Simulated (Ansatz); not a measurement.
Start from `CC(C)[O][SnH2][F]` and change one atom or group to get `CC(C)OBS`.

Ansatz, PBE0-D4/def2-TZVP geometries, multiplicity 1. Each molecule was computed in one conformer, which needn't be the lowest.

Elements past krypton have def2 core potentials.

```
                               property  `CC(C)[O][SnH2][F]`
    LUMO energy (B3LYP/def2-TZVPP) / eV                -0.84
     HOMO energy (PBE0/def2-TZVPP) / eV                -7.95
    HOMO–LUMO gap (PBE/def2-TZVPP) / eV                 4.96
     LUMO energy (PBE0/def2-TZVPP) / eV                -0.50
    HOMO energy (B3LYP/def2-TZVPP) / eV                -7.72
HOMO–LUMO gap (ωB97M-V/def2-TZVPP) / eV                11.43
```

(1) What does the change do to each property? (Estimate.)

Results:

(1) Ansatz gave: 
| property | `CC(C)OBS` | shift |
| --- | --- | --- |
| LUMO energy (B3LYP/def2-TZVPP) / eV | -0.16 | 0.68 |
| HOMO energy (PBE0/def2-TZVPP) / eV | -7.47 | 0.48 |
| HOMO–LUMO gap (PBE/def2-TZVPP) / eV | 5.36 | 0.40 |
| LUMO energy (PBE0/def2-TZVPP) / eV | 0.05 | 0.55 |
| HOMO energy (B3LYP/def2-TZVPP) / eV | -7.22 | 0.50 |
| HOMO–LUMO gap (ωB97M-V/def2-TZVPP) / eV | 11.60 | 0.17 |

With PBE0 the HOMO rises by 0.48 eV and the LUMO rises by 0.55 eV, so the gap widens by about 0.07 eV. PBE moves the HOMO by 0.17 eV and ωB97M-V by 0.69 eV.

B3LYP here is the variant with VWN-RPA as its local correlation; programs differ in this.
